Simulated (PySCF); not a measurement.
Calculation: B3LYP-D3(BJ)/def2-TZVP // PBE-D3(BJ)/def2-SVP in PySCF. Gas-phase values, no solvent. B3LYP has the VWN-RPA correlation part, as in Gaussian. 

Reference species: [Zn(F)(CH3)] (neutral, multiplicity 1).

LUMO: -0.90 eV
mean distance from the central atom to its bonded neighbours: 1.838 Å
coordination number: 2
HOMO–LUMO gap: 7.71 eV

Changed species: [Zn(F)2] (0 of 2 F replaced by CH3; the reference has 1 of 2 F replaced by CH3).

Task: Predict the effect on the LUMO, mean distance from the central atom to its bonded neighbours, coordination number and HOMO–LUMO gap.

Result: the LUMO drops by 1.53 eV, to -2.43 eV; the mean distance from the central atom to its bonded neighbours falls by 0.099 Å, to 1.739 Å; the coordination number stays essentially unchanged; the HOMO–LUMO gap increases by 0.15 eV, to 7.86 eV.
